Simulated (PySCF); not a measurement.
F5Nb, charge -1, multiplicity 2. Atoms are numbered in the order given.

```xyz
6

Nb     0.0000     0.0000     0.0309
F      0.0000     0.0000     1.9372
F      0.0000    -1.5494    -1.1159
F     -1.9921     0.0000     0.0768
F      1.9921     0.0000     0.0768
F      0.0000     1.5494    -1.1159
```
Charge -1, spin multiplicity 2.

Coordinates come from a B3LYP-D3(BJ)/def2-SVPD optimisation. The multiplicity is an assumed one; other spin states were not compared. The def2 effective core potentials stand for the cores of Nb; spin–orbit coupling is left out.

The numbers are results of ωB97X/def2-SVPD (PySCF), not measurements.

Task: Estimate the frontier levels, dipole moment and polarisability. (An estimate is asked for; the answer gives what the named calculation found.)

Result: 
- α spin, highest occupied and lowest empty level = -3.03 and 5.07 eV
- β spin, highest occupied and lowest empty level = -8.26 and 5.32 eV
- dipole moment about the centre of nuclear charge = 0.73 D
- mean static polarisability = 46.4 bohr³ (6.87 Å³)
- polarisability, principal values = 44.4, 45.1, 49.6 bohr³
- ⟨S²⟩ = 0.751 (pure state 0.75)
